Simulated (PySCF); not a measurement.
## SbCl⁺ at PBE0

Level: PBE0. Sb cc-pVTZ-PP with ECP28, Cl cc-pV(T+d)Z; scalar-relativistic core potentials (PySCF 2.14).

```
state                                                                                                              : ²Π (doublet), unpaired electrons π ↑
bond length                                                                                                        : 2.240 Å
harmonic wavenumber                                                                                                : 455 cm⁻¹
force constant                                                                                                     : 3.31 mdyn/Å
rotational constant Be                                                                                             : 0.1238 cm⁻¹
anharmonicity ωexe                                                                                                 : 1.19 cm⁻¹
vibration–rotation constant αe                                                                                     : 0.000455 cm⁻¹
well depth De to Sb⁺ + Cl                                                                                          : 3.65 eV
dissociation energy D0                                                                                             : 3.62 eV
bond order (Mayer)                                                                                                 : 1.54
dipole moment (positive dipole points towards Cl; it is taken about the centre of mass and depends on that origin) : -1.62 D
```

These are scalar-relativistic numbers at best; spin–orbit coupling would shift them, the dissociation energy most. For an ion De counts to the pair picked by the measured ionisation energies or electron affinities, which need not be the lowest pair at this level. The state is the lowest determinant that a PBE0 search found; another state may lie lower at other levels.
